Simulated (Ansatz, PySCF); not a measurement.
C3HBr2Cl, SMILES C(=C(Br)Br)=CCl. Atoms are numbered in the order given.

```xyz
7

Cl     3.6036    -0.3849     0.0000
C      2.3381     0.7906     0.0000
C      1.0671     0.4824     0.0000
C     -0.2021     0.1847     0.0000
Br    -1.1758    -0.0434    -1.5957
Br    -1.1758    -0.0434     1.5957
H      2.6948     1.8258     0.0000
```

Geometry optimised at PBE0-D3(BJ)/def2-SVP. The structure was generated by enumeration, and PubChem lists no compound with its InChIKey, so it may never have been made.

Two levels are set side by side: PBE-D3(BJ)/def2-SVP (Ansatz, a first-principles code) and PBE0-D3(BJ)/def2-SVP (Ansatz). Each level has its own optimised geometry; the coordinates shown are those of the second. Frequencies come from the Hessian of PySCF at each geometry. Differences are taken from unrounded values.

```
quantity                            PBE0-D3(BJ)
----------------------------------  -----------
mean bond length (Å)                      1.533
bond Cl1–C2 (Å)                           1.727
bond C2–C3 (Å)                            1.308
bond C3–C4 (Å)                            1.304
bond C4–Br5 (Å)                           1.883
bond C4–Br6 (Å)                           1.883
bond C2–H7 (Å)                            1.095
highest harmonic wavenumber (cm⁻¹)         3206
mean harmonic wavenumber (cm⁻¹)             836
zero-point energy (kcal/mol)              17.93
```

### Question
What does PBE-D3(BJ) give, and how far is it from PBE0-D3(BJ)? (Estimate from the structure and the level; the computed values follow.)

### Answer

```csv
quantity,PBE-D3(BJ),PBE-D3(BJ) minus PBE0-D3(BJ)
mean bond length (Å),1.547,0.014
bond Cl1–C2 (Å),1.745,0.018
bond C2–C3 (Å),1.318,0.010
bond C3–C4 (Å),1.313,0.009
bond C4–Br5 (Å),1.903,0.020
bond C4–Br6 (Å),1.903,0.020
bond C2–H7 (Å),1.103,0.008
highest harmonic wavenumber (cm⁻¹),3106,-100
mean harmonic wavenumber (cm⁻¹),798,-38
zero-point energy (kcal/mol),17.11,-0.82
```

GGA bonds tend to be longer and softer than those of functionals with exact exchange. Differences between two approximate levels are no errors against the true value.
